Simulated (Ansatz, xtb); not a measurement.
Relaxing a trial structure of BClH4Si2

The starting geometry of this gas-phase triplet was built from a drawn formula by distance geometry and a force field; its bonds are those of `B[SiH2][Si]Cl`.

```yaml
atoms:
  - { symbol: B, position_ang: [-1.3736, -0.9981, 2.7500] }
  - { symbol: Cl, position_ang: [-3.0470, 2.4752, 3.6771] }
  - { symbol: Si, position_ang: [-0.6625, 0.5904, 1.9420] }
  - { symbol: Si, position_ang: [-1.0535, 2.3153, 3.2989] }
  - { symbol: H, position_ang: [-2.4763, -1.1317, 3.0668] }
  - { symbol: H, position_ang: [-0.6321, -1.9198, 2.9841] }
  - { symbol: H, position_ang: [0.7139, 0.4248, 1.6853] }
  - { symbol: H, position_ang: [-1.4361, 0.8403, 0.6562] }
```

Question: Predict what it relaxes into with r2SCAN-D4/def2-SVP.

Answer: A new bond forms, giving a structure given below by its coordinates. Distances that change by over a tenth: Si3–Si4 (2.23 → 2.52 Å). Contacts that close: B1–Si4 (3.37 → 2.06 Å).

The energy falls by 1.08 eV over 14 steps:

| step | E − E(last) (eV) |
| --- | --- |
| 1 | 1.077 |
| 2 | 0.728 |
| 4 | 0.514 |
| 5 | 0.358 |
| 7 | 0.085 |
| 8 | 0.034 |
| 10 | 0.003 |
| 11 | 0.001 |
| 13 | 0.000 |
| 14 | 0.000 |

Final geometry (Å):

| atom | x (Å) | y (Å) | z (Å) |
| --- | --- | --- | --- |
| B | -1.4056 | -0.6873 | 2.9931 |
| Cl | -2.9673 | 2.3866 | 3.4843 |
| Si | -0.6383 | 0.3841 | 1.5062 |
| Si | -1.2743 | 1.2045 | 3.7987 |
| H | -2.5842 | -0.9643 | 3.0023 |
| H | -0.5436 | -1.3776 | 3.4923 |
| H | 0.8338 | 0.4582 | 1.2814 |
| H | -1.3878 | 1.1920 | 0.5021 |

From the same start GFN2-xTB reaches the same bonding as this run.

The end wasn't checked by frequencies. Open shells are spin-unrestricted. The triplet needn't be the ground state. Run with Ansatz 0.2.0, 98 s on 1 thread of Intel(R) Xeon(R) 6975P-C (Granite Rapids), on a shared host.
